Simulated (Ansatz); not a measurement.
Input file for Ansatz (an electronic-structure program): R-CCSD(T)/cc-pV(Q+d)Z on H2OSi (SMILES O[SiH]), a point of a torsion scan. Files ending in .json are basis or fitting sets from the Basis Set Exchange.

Ansatz 0.2 input:
```yaml
crystal:
  periodic: [false, false, false]
  atoms:
    - {symbol: O, position_ang: [-0.81477277, 0.20925473, 0.25004933]}
    - {symbol: Si, position_ang: [0.67554110, 0.71283756, -0.19338713]}
    - {symbol: H, position_ang: [-1.36711147, -0.44231252, -0.17438447]}
    - {symbol: H, position_ang: [1.43747373, -0.57441611, -0.13361767]}
basis:
  gaussian:
    orbitals: cc-pV_Q+d_Z.json
magnetization: {spin_polarized: false}
correlation: {method: ccsd_t, electrons: outside_noble_gas}
scf: {lower_state_search: off}
```

The log:

```
WARN ansatz: RAYON_NUM_THREADS=1 ignored (pool sized by the plan → 1); use --threads N
Functional definition: HF
these checks for a lower state are left out or cut short: stability, starts, cluster_reference, orbital_swaps, neighbouring_geometries, increment
integrals: 0.59 GiB planned
1086 factors; integrals over basis functions are off by at most 9.1e-4 eV
mean field: 0.40 GiB planned
mean field evaluation 1: about -9929.7373 eV, gradient 3.6e1 eV
mean field evaluation 2: about -9929.7381 eV, gradient 3.6e1 eV
mean field evaluation 4: about -9932.0438 eV, gradient 2.2e0 eV
mean field evaluation 8: about -9932.0681 eV, gradient 1.2e-1 eV
mean field -9932.06827818 eV, -364.9967770253 hartree, gradient 6.4e-6 eV, S^2 0.000000; 0 other end points of the search recorded, 0 dependent functions left out
6 core orbitals not correlated
reference -9932.06827818 eV, -364.9967770253 hartree; 6, 6 occupied and 167, 167 virtual orbitals, 1086 factors
second order -10.14890699 eV of doubles, -0.00000000 eV of singles
coupled cluster: 1.82 GiB planned
cycle   1  -10.23462341 eV  change   -8.6e-2 eV  update   8.0e-2
cycle   2  -10.53147790 eV  change   -3.0e-1 eV  update   3.0e-2
cycle   3  -10.61303495 eV  change   -8.2e-2 eV  update   1.7e-2
cycle   4  -10.59840331 eV  change    1.5e-2 eV  update   4.9e-3
cycle   5  -10.59895995 eV  change   -5.6e-4 eV  update   2.3e-3
cycle   6  -10.59979802 eV  change   -8.4e-4 eV  update   8.5e-4
cycle   7  -10.59937704 eV  change    4.2e-4 eV  update   4.6e-4
cycle   8  -10.59948092 eV  change   -1.0e-4 eV  update   2.3e-4
cycle   9  -10.59957073 eV  change   -9.0e-5 eV  update   1.1e-4
cycle  10  -10.59948679 eV  change    8.4e-5 eV  update   5.1e-5
cycle  11  -10.59952391 eV  change   -3.7e-5 eV  update   2.2e-5
cycle  12  -10.59951741 eV  change    6.5e-6 eV  update   7.8e-6
perturbative correction -0.39776085 eV, -0.0146174414 hartree
Total energy: -9943.06555643 eV, -365.4009195470 hartree
Checks for a lower state left out: stability, starts, cluster_reference, orbital_swaps, neighbouring_geometries, increment
```

Self-consistency was reached.

Cost: around 23 core-seconds (rough).
